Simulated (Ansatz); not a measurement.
Consider the isomerisation: `FC1=NCC[SiH2]1` → `CC[Si]1(F)C=N1`.

Gas-phase electronic energies from Ansatz, PBE0-D4/def2-TZVP geometries. CCSD(T)/CBS adds triple-zeta CCSD(T) − MP2 to the extrapolated MP2 energy (def2 sets, frozen cores). Functionals use def2-TZVPP. Each species was taken in one conformer, which may not be the lowest.

```
             level  ΔE (kJ/mol)  difference from CCSD(T)/CBS
        r2SCAN0-D4       -115.6                          9.8
      CAM-B3LYP-D4       -110.8                         14.6
           ωB97X-V       -108.2                         17.2
            B2PLYP       -121.5                          3.9
          PBE-QIDH       -113.8                         11.6
            revPBE       -106.0                         19.4
              BLYP       -113.5                         11.9
              PBE0       -103.3                         22.1
             BHLYP       -117.3                          8.1
           LC-ωPBE       -107.4                         18.0
RPA@PBE/def2-TZVPP       -117.5                          7.9
  CCSD(T)/def2-SVP        -82.0                         43.4
     HF/def2-TZVPP       -122.2                          3.2
   CCSD/def2-TZVPP       -122.0                          3.4
     HF/def2-QZVPP       -124.7                          0.7
SCS-MP2/def2-QZVPP       -131.9                         -6.5
       CCSD(T)/CBS       -125.4                            0
```

Largest T1 diagnostic among the species: 0.013.

At CCSD(T), def2-SVP lies +43.3 kJ/mol from the extrapolated value and def2-TZVPP +5.2 kJ/mol. From PBE to PBE0 (25 % exact exchange), in def2-TZVPP and without D4, ΔE moves by −4.0 kJ/mol. Leaving LDA and LC-ωPBE aside and taking each functional with its dispersion term where it has one, the values, not all of them listed here, spread over 30.5 kJ/mol, from B97M-V to revPBE-D4. LDA lies +23.3 kJ/mol from PBE without D4.

CCSD(T)/CBS has its own doubt, a few kJ/mol and more with outer-core shells, so smaller differences from it don't rank the levels.
